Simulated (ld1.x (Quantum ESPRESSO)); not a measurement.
## Before and after: RRKJ potential for B

```
Element                 : B (Z = 5)
Generator               : ld1.x (Quantum ESPRESSO) 7.5
Type                    : norm-conserving RRKJ (Kleinman–Bylander form)
Functional              : PBE
Relativity              : scalar-relativistic
Frozen core             : [He]
Valence charge          : 3
Reference configuration : 2s2 2p1
Partial waves           : 2p (bound): rc 3.90 bohr; 2s (bound): rc 1.00 bohr
Local potential         : the s channel
Core correction         : a·sin(br)/r model core inside 0.45 bohr
```

All-electron outer shells of the reference configuration (PBE, scalar-relativistic, ld1.x):

```
shell  level (eV)  outermost node (bohr)  outermost maximum (bohr)
   1s     -180.59                      –                      0.21
   2s       -9.44                   0.46                      1.52
   2p       -3.61                      –                      1.57
```

Change: wave 2s (bound): rc 1.00 bohr becomes 2s (bound): rc 0.94 bohr.

Cutoffs: the cutoffs (Ry, on a coarse ladder) from which the occupation-weighted sum of valence levels, in a spherical-Bessel basis at the reference potential, stays within 10 and 1 mRy of its value at 400 Ry; they do not see the model core or the augmentation charge, which bear on the density cutoff. Errors are all-electron minus pseudo energies relative to the spin-unpolarised reference configuration.

Question: Predict the effect on cutoff, ghosts and configuration errors.

Answer: The potential gets harder (55 Ry and 140 Ry → 70 Ry and 160 Ry); the errors of the 7 common tests hardly move; neither file shows a bound ghost. A smaller radius makes the pseudo-wave follow the all-electron one further in, where it bends more sharply, so more plane waves are needed.

| quantity | base | changed |
| --- | --- | --- |
| cutoff, loose | 55 Ry | 70 Ry |
| cutoff, tight | 140 Ry | 160 Ry |
| loose cutoff by channel (10 mRy a level) | p 6 Ry, s 45 Ry | p 6 Ry, s 60 Ry |
| bound ghosts | none | none |
| error for 2s2 2p0, meV [ΔE 8.22 eV] | +301 | +301 |
| error for 2s1 2p0, meV [ΔE 33.64 eV] | +825 | +827 |
| error for 2s2 2p0.5, meV [ΔE 2.89 eV] | +48 | +48 |
| error for 2s1 2p1, meV [ΔE 14.36 eV] | -142 | -142 |
| error for 2s2 2p1.3, meV [ΔE -0.74 eV] | +5.5 | +5.5 |
| error for 2s1 2p2, meV [ΔE 5.85 eV] | -65 | -65 |
| error for 2s0 2p3, meV [ΔE 11.72 eV] | -259 | -260 |
| s: phases at 4.25 bohr within 0.05 rad from the reference energy up to (Ry; the scan ends near 5) | 2.5 | 2.4 |
| p: phases at 4.25 bohr within 0.05 rad from the reference energy up to (Ry; the scan ends near 5) | 0.3 | 0.3 |
